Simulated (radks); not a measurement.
All-electron atom: the iridium ion Ir2+ in [Xe] 4f14 5d6.75 6s0.25 (fractional occupations, a model configuration). All-electron calculation, Dirac Kohn-Sham, PBEsol, spin-unpolarised, spherical densities, finite nucleus; open shells fill j = l - 1/2 first; Fermi nuclear charge, rms radius 5.4032 fm. Program: a radial shooting solver on a logarithmic mesh with Libxc functionals. Some entries of the table are withheld. Estimate them.

orbital  occ.  eigenvalue (eV)  <r^2> (bohr^2)
1s1/2       2        -75974.11       0.0004199
2s1/2       2        -13296.69        0.006365
2p1/2       2        -12742.81             (1)
2p3/2       4        -11116.23             (2)
3s1/2       2        -3123.484         0.04142
3p1/2       2              (3)         0.03785
3p3/2       4              (4)         0.04433
3d3/2       4        -2100.374         0.03414
3d5/2       6        -2023.389         0.03591
4s1/2       2        -680.2330          0.2026
4p1/2       2        -574.9743             (5)
4p3/2       4        -490.6566             (6)
4d3/2       4        -317.6935          0.2580
4d5/2       6        -302.0395          0.2703
5s1/2       2        -115.9581           1.076
5p1/2       2         -82.8514           1.281
4f5/2       6         -81.9942          0.3461
4f7/2       8         -78.8738          0.3565
5p3/2       4         -69.2179           1.530
5d3/2       4         -25.6718           2.938
5d5/2    2.75         -24.3384           3.144
6s1/2    0.25         -21.7247           7.224
6p1/2       0         -15.1949             (7)
6p3/2       0         -13.7595             (8)

Answer. 
(1) 2p1/2 <r^2> (bohr^2): 0.004518
(2) 2p3/2 <r^2> (bohr^2): 0.005711
(3) 3p1/2 eigenvalue (eV): -2874.323
(4) 3p3/2 eigenvalue (eV): -2518.221
(5) 4p1/2 <r^2> (bohr^2): 0.2075
(6) 4p3/2 <r^2> (bohr^2): 0.2413
(7) 6p1/2 <r^2> (bohr^2): 10.35
(8) 6p3/2 <r^2> (bohr^2): 12.14
